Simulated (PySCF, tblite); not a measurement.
Isomers of [C7H11N2]+ (charge +1), one GFN2-xTB conformer each. Single-point energies are computed at PBE0/pcSseg-1 (PySCF, gas phase, no added dispersion term), electronic only.

| SMILES | GFN2-xTB relative energy (kcal/mol) |
| --- | --- |
| C[n+]1ccn(C2CC2)c1 | 0.0 |
| C[NH2+]Cc1ccncc1 | 34.1 |

Conformers: `[CH3:1][n+:2]1[cH:3][cH:4][n:5]([CH:6]2[CH2:7][CH2:8]2)[cH:9]1` (charge +1) with C4–N5–C6–C7 -36°; `[CH3:1][NH2+:2][CH2:3][c:4]1[cH:5][cH:6][n:7][cH:8][cH:9]1` (charge +1) with C1–N2–C3–C4 180°, N2–C3–C4–C5 89°.

**Question.** What does PBE0/pcSseg-1 give for the same structures?

**Answer.** 
| SMILES | PBE0/pcSseg-1 E (Eh) | PBE0/pcSseg-1 (kcal/mol) | GFN2-xTB (kcal/mol) | point group |
| --- | --- | --- | --- | --- |
| C[NH2+]Cc1ccncc1 | -382.11436 | 0.0 | 34.1 | Cs |
| C[n+]1ccn(C2CC2)c1 | -382.11413 | 0.1 | 0.0 | – |

GFN2-xTB puts C[n+]1ccn(C2CC2)c1 lowest instead. As drawn, the lower has an N–H bond, which the higher lacks; the higher has a three-membered ring, which the lower lacks. Neighbours under 5.0 kcal/mol apart (C[NH2+]Cc1ccncc1 and C[n+]1ccn(C2CC2)c1) can change places with a better method, another conformer or zero-point energy.

**Question.** Which frontier levels and rotational constants go with these structures?

**Answer.** 
| SMILES | HOMO (eV, PBE0/pcSseg-1) | LUMO (eV) | A, B, C (MHz) |
| --- | --- | --- | --- |
| C[NH2+]Cc1ccncc1 | -10.85 | -4.99 | 4539, 870.8, 784.9 |
| C[n+]1ccn(C2CC2)c1 | -11.97 | -4.90 | 5425, 966.3, 881.5 |

**Question.** What happens when harmonic zero-point energies from GFN2-xTB frequencies are added?

**Answer.** 
| SMILES | ZPE (kcal/mol) | electronic (kcal/mol) | with ZPE (kcal/mol) |
| --- | --- | --- | --- |
| C[NH2+]Cc1ccncc1 | 106.7 | 0.0 | 0.0 |
| C[n+]1ccn(C2CC2)c1 | 106.7 | 0.1 | 0.2 |

The zero-point energies span 0.0 kcal/mol. The order is unchanged.

**Question.** As an exercise, what shares would exp(−E/RT) give at 298.15 K from these electronic energies alone (no entropy, no degeneracies)?

**Answer.** RT = 0.592 kcal/mol: C[NH2+]Cc1ccncc1 56.2 %, C[n+]1ccn(C2CC2)c1 43.8 %.
